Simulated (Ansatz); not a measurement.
Be₂O₂: single points at one geometry.

```yaml
crystal:
  periodic: [false, false, false]
  atoms:
    - {symbol: Be, position_ang: [0.853616, 0.149580, -0.013558]}
    - {symbol: Be, position_ang: [-0.853599, -0.149566, 0.013910]}
    - {symbol: O, position_ang: [0.208015, -1.183420, 0.032289]}
    - {symbol: O, position_ang: [-0.208022, 1.183406, -0.032640]}
basis:
  gaussian: {orbitals: def2-TZVP, initial_orbitals: start.molden}
hamiltonian: {xc: {name: LC-wPBE, parameters: {omega: 0.2/bohr}}}
scf: {omitted_lower_state_checks: [starts]}
output: {orbitals: {seedname: orbitals}}
```

The file start.molden holds the orbitals of an earlier run on this structure, at another level or in another basis.

```sh
$ ansatz run in.yaml --threads 4 --pin off --events-out ev --progress --plain --max-ram 3916MiB
```

It prints (some lines left out):

```
Functional definition: LC-wPBE
584 factors; their error is unknown
108 factors; integrals over basis functions are off by at most 1.1e-5 eV
mean field evaluation 1: about -4896.5091 eV, gradient 7.8e0 eV
mean field evaluation 2: about -4896.5727 eV, gradient 6.5e-2 eV
mean field evaluation 4: about -4896.5720 eV, gradient 9.0e-5 eV
mean field -4896.57196497 eV, -179.9457006968 hartree, gradient 1.1e-5 eV, S^2 0.000000; 0 other end points of the search recorded, 0 dependent functions left out
reference -4896.57196500 eV, -179.9457006981 hartree; 12, 12 occupied and 88, 88 virtual orbitals, 584 factors
Total energy: -4896.57196500 eV, -179.9457006981 hartree
Checks for a lower state left out: starts
```

Hardware: 4 threads of Arm Neoverse V1 on a shared host. Wall time 0.55 s.

First input, but with `gaussian: {orbitals: def2-SVP, initial_orbitals: start.molden}`, `hamiltonian: {xc: pbe0, dispersion: d4}` (abridged; 0.3 s):

```
Functional definition: PBE0
mean field -4888.55352521 eV, -179.6510284710 hartree, gradient 7.8e-5 eV, S^2 0.000000
Total energy: -4888.60002951 eV, -179.6527374725 hartree
Checks for a lower state left out: starts
```

As the first input, with `hamiltonian: {xc: {name: LC-wPBE, parameters: {omega: 0.3/bohr}}}` (abridged; 0.55 s):

```
Functional definition: LC-wPBE
mean field -4897.03750277 eV, -179.9628088956 hartree, gradient 6.7e-6 eV, S^2 0.000000
Total energy: -4897.03750279 eV, -179.9628088962 hartree
Checks for a lower state left out: starts
```

As the first input, with `hamiltonian: {xc: pbe, dispersion: d4}` (abridged; 0.4 s):

```
Functional definition: PBE
mean field -4895.23287739 eV, -179.8964901361 hartree, gradient 1.4e-5 eV, S^2 0.000000
Total energy: -4895.28969962 eV, -179.8985783143 hartree
Checks for a lower state left out: starts
```

First input, but with `hamiltonian: {xc: {name: r2SCANh}, dispersion: d4}` (abridged; 0.95 s):

```
Functional definition: r2SCANh
mean field -4898.38309382 eV, -180.0122584545 hartree, gradient 2.4e-5 eV, S^2 0.000000
Total energy: -4898.39620636 eV, -180.0127403317 hartree
Checks for a lower state left out: starts
```

The first input with `gaussian: {orbitals: def2-SVP, initial_orbitals: start.molden}`, `hamiltonian: {xc: pbe, dispersion: d4}` (abridged; 0.25 s):

```
Functional definition: PBE
mean field -4888.60243849 eV, -179.6528260006 hartree, gradient 1.3e-5 eV, S^2 0.000000
Total energy: -4888.65924801 eV, -179.6549137122 hartree
Checks for a lower state left out: starts
```

The first input with `hamiltonian: {xc: pbe0, dispersion: d4}` and without the key `scf` (abridged; 0.7 s):

```
Functional definition: PBE0
mean field evaluation 16: about -4895.2614 eV, gradient 2.9e-1 eV
mean field -4895.27572044 eV, -179.8980645891 hartree, gradient 2.0e-5 eV, S^2 0.000000; 1 other end points of the search recorded, 0 dependent functions left out
Total energy: -4895.32223531 eV, -179.8997739791 hartree
```

Geometry: B3LYP-D4/def2-TZVP.

The structure comes from a short search, and lower isomers may exist.
